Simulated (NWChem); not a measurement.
System: GeNH$_{5}$Se; SMILES N[Se][GeH3]

Input file for NWChem:

```
start job
memory heap 200 mb stack 900 mb global 1100 mb
geometry units angstroms noautosym nocenter noautoz
  Se     0.422994    -0.979170     0.000000
  N     -1.297979    -1.676378     0.000000
  H     -1.811698    -1.384284    -0.829111
  H     -1.811698    -1.384284     0.829111
  Ge    -0.049939     1.339133     0.000000
  H      1.283664     2.106945     0.000000
  H     -0.875038     1.701695    -1.250655
  H     -0.875038     1.701695     1.250655
end
basis spherical
  * library def2-svpd
end
dft
  xc xpbe96 cpbe96
  iterations 150
end
property
  response 1 0.0
end
task dft property
```

Parts of the log:

```
             Northwest Computational Chemistry Package (NWChem) 7.3.0
             --------------------------------------------------------

                             Geometry "geometry" -> ""
                             -------------------------

 Output coordinates in angstroms (scale by  1.889725989 to convert to a.u.)

  No.       Tag          Charge          X              Y              Z
 ---- ---------------- ---------- -------------- -------------- --------------
    1 Se                  34.0000     0.42299400    -0.97917000     0.00000000
    2 N                    7.0000    -1.29797900    -1.67637800     0.00000000
    3 H                    1.0000    -1.81169800    -1.38428400    -0.82911100
    4 H                    1.0000    -1.81169800    -1.38428400     0.82911100
    5 Ge                  32.0000    -0.04993900     1.33913300     0.00000000
    6 H                    1.0000     1.28366400     2.10694500     0.00000000
    7 H                    1.0000    -0.87503800     1.70169500    -1.25065500
    8 H                    1.0000    -0.87503800     1.70169500     1.25065500

 Effective nuclear repulsion energy (a.u.)     434.1135396700

  pbe96 is a nonlocal functional; adding pw91lda local functional.
                              NWChem Property Module
                              ----------------------

                                 NWChem DFT Module
                                 -----------------

 Summary of "ao basis" -> "ao basis" (spherical)
 ------------------------------------------------------------------------------
       Tag                 Description            Shells   Functions and Types
 ---------------- ------------------------------  ------  ---------------------
 Se                        def2-svpd                15       41   6s5p4d
 N                         def2-svpd                 8       20   4s2p2d
 H                         def2-svpd                 4        8   2s2p
 Ge                        def2-svpd                14       38   6s4p4d

            General Information
            -------------------
          SCF calculation type: DFT
          Wavefunction type:  closed shell.
          No. of atoms     :     8
          No. of electrons :    78
           Alpha electrons :    39
            Beta electrons :    39
          Charge           :     0
          Spin multiplicity:     1
          Use of symmetry is: off; symmetry adaption is: off
          Maximum number of iterations: 150
          AO basis - number of functions:   139
                     number of shells:    57
          Convergence on energy requested:  1.00D-06
          Convergence on density requested:  1.00D-05
          Convergence on gradient requested:  5.00D-04

              XC Information
              --------------
          PerdewBurkeErnzerhof Exchange Functional  1.000
            Perdew 1991 LDA Correlation Functional  1.000 local
           PerdewBurkeErnz. Correlation Functional  1.000 non-local

             Grid Information
             ----------------
          Grid used for XC integration:  medium
          Radial quadrature: Mura-Knowles
          Angular quadrature: Lebedev.
          Tag              B.-S. Rad. Rad. Pts. Rad. Cut. Ang. Pts.
          ---              ---------- --------- --------- ---------
          Se                  1.15      112          12.0       590
          N                   0.65       49          12.0       434
          H                   0.35       45          12.0       434
          Ge                  1.25      112          12.0       590
          Grid pruning is: on
          Number of quadrature shells:   498
          Spatial weights used:  Erf1

      Superposition of Atomic Density Guess
      -------------------------------------

 Sum of atomic energies:       -4531.29843427

      Non-variational initial energy
      ------------------------------

 Total energy =   -4532.305473
 1-e energy   =   -7180.013639
 2-e energy   =    2213.594626
 HOMO         =      -0.263438
 LUMO         =      -0.015746

   convergence    iter        energy       DeltaE   RMS-Dens  Diis-err
 ---------------- ----- ----------------- --------- --------- ---------
 d= 0,ls=0.0,diis     1  -4534.9207356766 -4.97D+03  1.35D-02  5.22D-01
 d= 0,ls=0.0,diis     2  -4534.9169820477  3.75D-03  9.27D-03  3.89D-01
 d= 0,ls=0.0,diis     3  -4534.9479222237 -3.09D-02  3.62D-03  1.90D-01
 d= 0,ls=0.0,diis     4  -4534.9717688442 -2.38D-02  9.03D-04  1.80D-02
 d= 0,ls=0.0,diis     5  -4534.9734244038 -1.66D-03  3.97D-04  2.68D-03
  Resetting Diis
 d= 0,ls=0.0,diis     6  -4534.9738044651 -3.80D-04  4.91D-05  8.40D-05
 d= 0,ls=0.0,diis     7  -4534.9738112138 -6.75D-06  2.44D-05  3.04D-06
 d= 0,ls=0.0,diis     8  -4534.9738110428  1.71D-07  1.52D-05  3.57D-06
 d= 0,ls=0.0,diis     9  -4534.9738115950 -5.52D-07  3.13D-06  2.54D-07

         Total DFT energy =    -4534.973811594959
      One electron energy =    -7180.362285693852
           Coulomb energy =     2385.434945485521
    Exchange-Corr. energy =     -174.160011056635
 Nuclear repulsion energy =      434.113539670007

 Numeric. integr. density =       77.999997760957

                       DFT Final Molecular Orbital Analysis
                       ------------------------------------

 Vector   37  Occ=2.000000D+00  E=-2.955197D-01
              MO Center= -1.4D-01, -3.8D-01, -4.0D-09, r^2= 4.3D+00
   Bfn.  Coefficient  Atom+Function         Bfn.  Coefficient  Atom+Function
  ----- ------------  ---------------      ----- ------------  ---------------
    47      0.260704  2 N  py                13      0.255595  1 Se px
    16      0.238279  1 Se px                14     -0.223812  1 Se py
    17     -0.209799  1 Se py                 4      0.197395  1 Se s
    45      0.182136  2 N  s                 90     -0.178581  5 Ge px
    50     -0.176253  2 N  py                10     -0.162847  1 Se px

 Vector   38  Occ=2.000000D+00  E=-2.256537D-01
              MO Center= -6.7D-01, -1.1D+00,  2.4D-09, r^2= 3.5D+00
   Bfn.  Coefficient  Atom+Function         Bfn.  Coefficient  Atom+Function
  ----- ------------  ---------------      ----- ------------  ---------------
    47      0.460150  2 N  py                45      0.447102  2 N  s
    50     -0.293809  2 N  py                17      0.231526  1 Se py
    91     -0.221865  5 Ge py                14      0.216721  1 Se py
    63     -0.206172  3 H  s                 71     -0.206172  4 H  s
     5     -0.197787  1 Se s                 44      0.183876  2 N  s

 Vector   39  Occ=2.000000D+00  E=-2.057433D-01
              MO Center=  2.8D-01, -7.8D-01,  1.2D-09, r^2= 2.6D+00
   Bfn.  Coefficient  Atom+Function         Bfn.  Coefficient  Atom+Function
  ----- ------------  ---------------      ----- ------------  ---------------
    18      0.552852  1 Se pz                15      0.506564  1 Se pz
    12     -0.316562  1 Se pz                62      0.105368  3 H  s
    70     -0.105368  4 H  s                124      0.103569  7 H  s
   132     -0.103569  8 H  s                  9      0.102736  1 Se pz
    48      0.093142  2 N  pz                63      0.088467  3 H  s

 Vector   40  Occ=0.000000D+00  E=-6.033826D-02
              MO Center= -2.0D-01, -7.6D-01,  3.9D-10, r^2= 5.3D+00
   Bfn.  Coefficient  Atom+Function         Bfn.  Coefficient  Atom+Function
  ----- ------------  ---------------      ----- ------------  ---------------
    16      0.478222  1 Se px                44      0.388602  2 N  s
    19      0.332546  1 Se px                17      0.305896  1 Se py
    43      0.273465  2 N  s                  6     -0.256636  1 Se s
    82     -0.237353  5 Ge s                 13      0.230903  1 Se px
    14      0.204986  1 Se py                49      0.204403  2 N  px

 Vector   41  Occ=0.000000D+00  E=-4.084565D-02
              MO Center=  9.5D-02,  6.5D-01, -4.9D-09, r^2= 7.0D+00
   Bfn.  Coefficient  Atom+Function         Bfn.  Coefficient  Atom+Function
  ----- ------------  ---------------      ----- ------------  ---------------
    82      2.004219  5 Ge s                 83     -1.528857  5 Ge s
     6      0.599647  1 Se s                 81      0.412733  5 Ge s
   125     -0.377614  7 H  s                133     -0.377614  8 H  s
    17     -0.358460  1 Se py                 4     -0.336654  1 Se s
   117     -0.330905  6 H  s                  5     -0.316556  1 Se s

 Vector   42  Occ=0.000000D+00  E=-2.177714D-02
              MO Center= -3.1D-01,  8.2D-01, -5.4D-08, r^2= 8.2D+00
   Bfn.  Coefficient  Atom+Function         Bfn.  Coefficient  Atom+Function
  ----- ------------  ---------------      ----- ------------  ---------------
    82      2.236988  5 Ge s                 83     -1.643241  5 Ge s
     6     -0.633633  1 Se s                117     -0.357290  6 H  s
   125     -0.323080  7 H  s                133     -0.323080  8 H  s
    81      0.319214  5 Ge s                 94      0.223772  5 Ge py
     4      0.214628  1 Se s                 80     -0.208973  5 Ge s

     Multipole analysis of the density
     ---------------------------------

     L   x y z        total         alpha         beta         nuclear
     -   - - -        -----         -----         ----         -------
     0   0 0 0      0.000000    -39.000000    -39.000000     78.000000

     1   1 0 0     -0.486775      0.126917      0.126917     -0.740608
     1   0 1 0      0.501845     -0.285379     -0.285379      1.072603
     1   0 0 1     -0.000000     -0.000000     -0.000000      0.000000

     2   2 0 0    -30.659635    -64.789309    -64.789309     98.918982
     2   1 1 0      0.815249     -6.290666     -6.290666     13.396580
     2   1 0 1     -0.000000     -0.000000     -0.000000      0.000000
     2   0 2 0    -35.850426   -238.827891   -238.827891    441.805356
     2   0 1 1      0.000000      0.000000      0.000000      0.000000
     2   0 0 2    -33.489126    -24.785039    -24.785039     16.080952

 *** CALLING NEW AORESP DRIVER FOR CLOSED AND OPEN SHELLS ***
 Entering AOResponse driver routine

--------------------------------------------------------------------------------

          -----------------------------------------------
          Solving response equations for perturbing field
          -----------------------------------------------

 number of frequencies:     1
 frequency in a.u.:  0.0000000E+00
 Perturbing field: electric
 Using El. Dipole Length Gauge

 Setting up CPKS with frequency omega =      0.00000000 a.u.

 STATIC response

                                NWChem CPHF Module
                                ------------------

  scftype          =     RHF
  nclosed          =       39
  nopen            =        0
  variables        =     3900
  # of vectors     =        3
  tolerance        = 0.10D-03
  level shift      = 0.00D+00
  max iterations   =       50
  max subspace     =       30

 SCF residual:    1.4010905936564475E-004

Iterative solution of linear equations
  No. of variables     3900
  No. of equations        3
  Maximum subspace       30
        Iterations       50
       Convergence  1.0D-04

   iter   nsub   residual    time
   ----  ------  --------  ---------
     1      3    7.83D+00      73.7
     2      6    2.91D+00      93.0
     3      9    6.19D-01     112.3
     4     12    2.60D-01     131.7
     5     15    4.15D-02     150.8
     6     18    1.85D-02     169.9
     7     21    1.19D-03     189.3
     8     24    3.48D-04     212.3
     9     27    7.05D-05     232.1

 Electric Dipole Response Matrix (nonzero elements):

              1        2        3
    1   70.3655   3.2606  -0.0000
    2    3.2606  93.6675   0.0000
    3   -0.0000   0.0000  62.8405

 ------------------------------------------
 average:        75.62450 + I       0.00000

 DFT Linear Response polarizability / au
 Frequency  =       0.0000000 / au
              X              Y              Z
 -----------------------------------------------
 X      70.3655016      3.2605997     -0.0000002
 Y       3.2606480     93.6675010      0.0000003
 Z      -0.0000002      0.0000003     62.8404979
 -----------------------------------------------
 Eigenvalues =      69.9178524     94.1151502     62.8404979
 Isotropic   =      75.6245002
 Anisotropic =      28.4051232
 -----------------------------------------------

 Magnetic Dipole Response Matrix (nonzero elements):

 Exiting AOResponse driver routine
```

Level: PBE/def2-SVPD. Coordinates come from a PBE0/def2-SVP optimisation.
